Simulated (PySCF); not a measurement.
Relaxation of triplet Zn₂F⁺

Computed with PySCF, UB3LYP, basis F def2-SVP, Zn def2-SVP (no relativity, density fitting). A (50,194) grid was used.

A hand-made linear start, of D∞h symmetry, held to at least that symmetry:

Coordinates in bohr (charge 1 multiplicity 3):
```
F     0.0000    0.0000    0.0000
Zn    0.0000    0.0000    3.3705
Zn    0.0000    0.0000   -3.3705
```

Optimiser trace:
```tsv
step	E − E(last) (kJ/mol)	largest gradient (Eh/bohr)
0	26.04	0.04483
1	3.11	0.01326
2	0.26	0.00364
3	0.00	0.00043
4	0.00	0.00002
```

It ends at D∞h with F–Zn 1.916 Å (×2); Zn–F–Zn 180.0° (after a last refinement on a finer grid). A frequency run shows a minimum.

The relaxation took about 26 core-seconds on a shared host.
